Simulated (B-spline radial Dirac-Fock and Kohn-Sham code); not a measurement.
**Kohn-Sham estimates against Dirac-Fock for the levels of In**

System: the In atom, [Kr] 4d10 5s2 5p1.

The density-functional columns are spherical, spin-unpolarised Dirac-Kohn-Sham results without Breit or QED terms: −ε is minus the orbital energy of the initial state and ΔSCF the difference of two total energies, and "half-occupied" is minus the orbital energy with half an electron removed (Slater transition state). The reference in the last column comes from Dirac-Fock energy differences between relaxed states, corrected for Breit and QED terms. All numbers are from a radial finite-basis atomic code, in eV; a selection of levels is shown. The Kohn-Sham columns are given as differences from the reference. For the 1s level of heavy atoms much of the gap between ΔSCF and the reference is the Breit and QED part, -89.8 eV here; for other levels the error of the functional can be larger.

| level | LDA ΔSCF − DF | LDA half-occupied − DF | PBE0 −ε − DF | PBE −ε − DF | PBE ΔSCF − DF | Dirac-Fock |
| --- | --- | --- | --- | --- | --- | --- |
| 1s | +80.8 | +81.5 | -120.0 | -212.1 | +115.0 | 27947.2 |
| 2s | -49.1 | -49.2 | -64.1 | -101.0 | -45.3 | 4252.6 |
| 2p1/2 | -6.9 | -7.1 | -44.2 | -75.6 | -5.6 | 3947.2 |
| 2p3/2 | -13.6 | -13.8 | -47.4 | -78.4 | -12.6 | 3739.2 |
| 3s | -32.5 | -32.7 | -32.2 | -49.4 | -31.4 | 837.2 |
| 3p1/2 | -20.7 | -20.8 | -24.3 | -38.9 | -20.3 | 713.8 |
| 3p3/2 | -20.9 | -21.0 | -24.3 | -38.5 | -20.6 | 675.3 |
| 3d3/2 | -1.8 | -2.0 | -11.7 | -22.1 | -2.2 | 459.0 |
| 3d5/2 | -2.3 | -2.4 | -12.0 | -22.3 | -2.6 | 451.5 |
| 4s | -11.5 | -11.6 | -12.5 | -19.2 | -11.3 | 138.8 |
| 4p1/2 | -6.5 | -6.6 | -8.8 | -14.2 | -6.5 | 96.86 |
| 4p3/2 | -6.8 | -6.9 | -8.9 | -14.2 | -6.7 | 90.23 |
| 4d3/2 | +1.5 | +1.4 | -2.5 | -5.2 | +1.3 | 24.33 |
| 4d5/2 | +1.4 | +1.3 | -2.6 | -5.2 | +1.3 | 23.49 |
| 5s | +2.1 | +2.0 | -1.0 | -2.0 | +1.7 | 10.22 |
| 5p | +0.5 | +0.4 | -3.0 | -2.6 | +0.2 | 5.13 |

Values without a named source are computed, but for edge energies of neutral atoms, which are taken from tables.
